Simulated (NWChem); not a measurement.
Molecule: C$_{2}$H$_{4}$GeO; SMILES [O]1[GeH2][CH]=C1

```xyz
8

C      0.0187    -1.5838     0.0000
C      1.1546    -0.8492     0.0000
Ge     0.0054     0.6884     0.0000
O     -1.1055    -0.8304     0.0000
H     -0.1176    -2.6740     0.0000
H      2.1962    -1.1597     0.0000
H     -0.2240     1.5228    -1.2705
H     -0.2240     1.5228     1.2705
```
Atoms are numbered in this order, from 1.

All runs: NWChem. Pople sets run with spherical d functions. The geometry was optimised at PBE0/def2-SVP. Ions are spin-unrestricted doublets at the neutral geometry; other ion states weren't tried. Functional: LC-ωPBE (HJS hole) with 6-31G*; rows give the range parameter ω in 1/bohr.

| range parameter (1/bohr) | vertical ionisation energy, ΔSCF (eV) | −ε(HOMO) (eV) | ΔSCF minus −ε(HOMO) (eV) |
|---|---|---|---|
| 0.10 | … | … | … |
| 0.20 | 8.59 | 7.66 | 0.93 |
| 0.35 | 8.66 | 8.76 | -0.10 |
| 0.50 | 8.71 | 9.38 | -0.67 |
| 0.80 | 8.75 | 9.92 | -1.17 |

Some entries are withheld; supply them.


- 0.10, vertical ionisation energy, ΔSCF (eV): 8.56
- 0.10, −ε(HOMO) (eV): 6.50
- 0.10, ΔSCF minus −ε(HOMO) (eV): 2.06
